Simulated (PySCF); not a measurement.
## From a computed spectrum to the compound

A species of 3 atoms with charge 0 has these harmonic modes (PBE0, small Gaussian bases with core potentials, PySCF 2.14.0):

```csv
cm⁻¹,km/mol,symmetry
188,14.3,πu
188,14.3,πu
590,0.0,σg+
670,87.7,σu+
```

Which species is it, and in which structure?

HgF2 (singlet):
```xyz
3

Hg    0.0000    0.0000    0.0000
F     1.9166    0.0000    0.0000
F    -1.9166    0.0000    0.0000
```
Ideal gas at 298.15 K and 1 bar: S = 263.9 J/(mol K), Cp = 52.8 J/(mol K), H − H(0 K) = 12.5 kJ/mol (rigid rotor, harmonic modes, spin degeneracy alone). 
 This is one of several that fit.
